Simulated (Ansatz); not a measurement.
Species: C$_{4}$H$_{9}$Cl$_{3}$Ge, net charge 0, singlet state. SMILES: CCC[CH2][Ge]([Cl])([Cl])[Cl]
Geometry from a B3LYP-D3(BJ)/def2-TZVP (Ansatz, an electronic-structure program) optimisation:
```
C
H 1 1.0935
H 1 1.0935 2 106.41
C 1 1.5270 2 109.71 3 -118.62
H 4 1.0919 1 111.86 2 -61.21
H 4 1.0919 5 107.78 1 123.36
C 1 1.5291 2 109.32 3 117.95
H 7 1.0944 1 109.14 2 64.06
H 7 1.0944 8 106.29 1 -117.58
C 7 1.5257 8 109.75 9 -118.62
H 10 1.0910 7 111.28 8 58.23
H 10 1.0923 11 107.80 7 -122.03
H 10 1.0923 11 107.80 12 -115.94
Ge 4 1.9490 5 105.99 6 113.12
Cl 14 2.1562 4 111.79 5 -57.18
Cl 14 2.1582 4 111.22 5 -177.46
Cl 14 2.1582 4 111.22 5 63.10
```

Property: atomisation energy (electronic, to ground-state atoms), in kcal/mol. Correlated levels leave the core frozen unless marked. Open shells are spin-unrestricted. No spin-orbit coupling. Frozen are the shells of the preceding noble gas and the d and f shells that filled before the atom's block. No relativistic terms. The coupled-cluster limit lacks core correlation, which all-electron functionals hold. Basis-set limits of correlation are two-point, X^-3; Hartree-Fock from the larger set. [CCSD(T)-MP2]/basis is that difference in the basis named.

```csv
level,program,atomisation energy (kcal/mol)
BLYP-D4/def2-TZVPD,Ansatz + dftd4,1496.6
BLYP/def2-TZVPD,Ansatz,1471.5
PBE0-D4/def2-TZVPD,Ansatz + dftd4,1526.6
BHLYP/def2-TZVPD,Ansatz,1461.6
CAM-B3LYP/def2-TZVPD,Ansatz,(withheld)
LC-wPBE-D4/def2-TZVPD,Ansatz + dftd4,(withheld)
B2GP-PLYP-D3(BJ)/def2-TZVPD,Ansatz + dftd3,1500.8
CCSD/def2-TZVPPD,Ansatz,1463.3
"RI-MP2/CBS(def2-TZVPPD,def2-QZVPPD)+[CCSD(T)-MP2]/def2-TZVPPD",Ansatz,1516.6
```

**Question.** Complete the blanks.

**Answer.** 
- CAM-B3LYP/def2-TZVPD, atomisation energy (kcal/mol): 1501.6
- LC-wPBE-D4/def2-TZVPD, atomisation energy (kcal/mol): 1519.8
